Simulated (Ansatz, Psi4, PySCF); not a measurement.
Pair of molecules: C2H2 (SMILES C#C) (first 4 atoms) with CH5N (SMILES CN); geometry from B3LYP-D3(BJ)/def2-TZVP, rigid monomers moved along the line of their centres of mass till C2···H11 is 3.62 Å.
(charge 0, multiplicity 1):
```xyz
11

C      0.2561    -0.6522     0.0355
C     -0.0976     0.4239     0.4223
H      0.5681    -1.6084    -0.3081
H     -0.4164     1.3766     0.7690
C     -0.6047     0.5052     5.0980
N      0.5772    -0.3132     4.8426
H     -0.7470     0.6143     6.1746
H     -1.4855    -0.0038     4.7037
H     -0.5785     1.5152     4.6619
H      1.4118     0.1406     5.1933
H      0.7036    -0.4454     3.8462
```

Monomers are frozen at their geometry in the pair; levels with a basis set take the counterpoise correction.

Correlated levels freeze the cores.

Programs: Ansatz (a first-principles code); Psi4 for SAPT; PySCF for the dispersion terms. Values without a source in brackets are computed.

Question: Predict the interaction energy from PBE0-D3(BJ)/def2-TZVPPD.

Answer: -36 meV

Question: What interaction energy does SAPT0/jun-cc-pV(D+d)Z give?

Answer: -26 meV

Question: Give the interaction energy at the level r2SCAN-D3(BJ)/def2-TZVPPD.

Answer: -33 meV
